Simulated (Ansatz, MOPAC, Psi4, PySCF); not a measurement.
C2H6 (SMILES CC) and CH3Br (SMILES CBr) are pulled apart as rigid monomers along the line of their centres of mass, from the B3LYP-D3(BJ)/def2-TZVP minimum. Starting geometry (charge 0, multiplicity 1):
```xyz
13

C      0.7162    -0.4709     0.1097
C     -0.5395     0.3000     0.5056
H      0.5301    -1.1220    -0.7468
H      1.0769    -1.0946     0.9295
H      1.5270     0.2085    -0.1584
H     -0.8938     0.9289    -0.3134
H     -0.3480     0.9502     1.3611
H     -1.3557    -0.3761     0.7715
C      0.2660    -1.0473     3.9477
Br     1.5354     0.4417     3.9264
H     -0.4687    -0.8615     3.1727
H     -0.1937    -1.0722     4.9294
H      0.8230    -1.9566     3.7519
```

Interaction energies with rigid monomers; basis-set methods are counterpoise corrected unless marked otherwise.

Frozen-core correlation. Filled d and f shells under p-block atoms count as core. Rows in 6-31G* carry no dispersion term and start afresh at each structure (6-31G* with six Cartesian d functions); the Pople sets are all-electron and without relativity. MP2/6-31G* freezes PySCF's default core, which leaves 3d correlated. The state that PM7 reach isn't checked; PM7 holds dispersion and hydrogen-bond terms.

Run with Ansatz (a quantum-chemistry and plane-wave program) with Gaussian orbitals; MOPAC for PM7 (differences of heats of formation); Psi4 for SAPT; PySCF for 6-31G* rows, the dispersion terms. 

```csv
C2···H11 (Å),PM7 (kcal/mol),HF/6-31G* (kcal/mol),PBE0-D3(BJ)/def2-TZVPPD (kcal/mol),MP2/6-31G* (kcal/mol),SAPT0/aug-cc-pVDZ (kcal/mol)
2.67,-0.82,2.96,-1.17,1.08,-1.19
2.91,-1.40,…,-1.68,-0.13,-1.55
3.29,-1.31,0.23,-1.42,-0.47,-1.20
3.94,-0.84,-0.01,-0.69,-0.28,-0.54
5.03,…,-0.01,-0.18,-0.09,-0.15
```

### Question
Fill in the missing entries.

### Answer

- 5.03, PM7 (kcal/mol): -0.27
- 2.91, HF/6-31G* (kcal/mol): 1.13
